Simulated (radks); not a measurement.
The nuclear charge of the rhenium ion Re2+ is varied continuously with 73 electrons held in [Xe] 4f14 5d5. Calculated with a radial shooting solver on a logarithmic mesh with Libxc functionals: Dirac Kohn-Sham, PBE, spin-unpolarised, spherical densities, finite nucleus; open shells fill j = l - 1/2 first; Fermi nuclear charge, rms radius 5.3698 fm. By the Hellmann-Feynman theorem dE/dZ = E(electron-nucleus)/Z, the electronic potential at the nucleus (averaged over a nucleus of fixed radius).

Z     E (hartree)  E(electron-nucleus)/Z (hartree)   HOMO  e(HOMO) (eV)  <r> HOMO (bohr)
74.6  -16492.2768                         -552.221  5d5/2       -16.014            1.912
74.8  -16602.9516                         -554.528  5d5/2       -18.347            1.861
75    -16714.0880                         -556.837  5d5/2       -20.774            1.815
75.2  -16825.6865                         -559.148  5d5/2       -23.291            1.773
75.4  -16937.7476                         -561.463  5d5/2       -25.895            1.734
75.6  -17050.2719                         -563.781  5d5/2       -28.581            1.698
75.8  -17163.2600                         -566.101  5d5/2       -31.348            1.665
76    -17276.7127                         -568.426  5d5/2       -34.192            1.634

The central difference of E at Z = 75 is -556.837 hartree, to compare with the third column; the second derivative is -11.6 hartree.
